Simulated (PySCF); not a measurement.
Excitations are Tamm–Dancoff values on a coarser integration grid. The basis has no diffuse functions, so Rydberg states are missing or too high.

Cartesian coordinates (Å):
SMILES: c1cc2c(cc1B)cccc2
```xyz
20

B      3.5501    -0.1973     0.5384
C      2.0346    -0.3556     0.3284
C      1.4447    -1.6171     0.0055
C      0.0927    -1.7504    -0.1804
C     -0.7711    -0.6285    -0.0572
C     -2.1727    -0.7272    -0.2424
C     -2.9785     0.3814    -0.1153
C     -2.4227     1.6425     0.2032
C     -1.0668     1.7704     0.3889
C     -0.2082     0.6465     0.2650
C      1.1906     0.7446     0.4497
H      4.2901    -1.1494     0.4331
H      4.0133     0.8869     0.8116
H      2.0965    -2.4890    -0.0929
H     -0.3432    -2.7223    -0.4268
H     -2.6050    -1.7004    -0.4885
H     -4.0575     0.2897    -0.2611
H     -3.0757     2.5127     0.3006
H     -0.6281     2.7409     0.6352
H      1.6171     1.7216     0.6961
```
Charge 0, spin multiplicity 1.

**Question.** Predict the S1–T1 gap (TDA), total energy and T1 excitation (TDA) from PBE0-D3(BJ)/def2-TZVP // PBE0-D3(BJ)/def2-SVP in PySCF.

**Answer.** 
```
Property                   Result
-------------------  ------------
S1–T1 gap (TDA)           1.09 eV
total energy         -11183.44 eV
T1 excitation (TDA)       2.68 eV
```
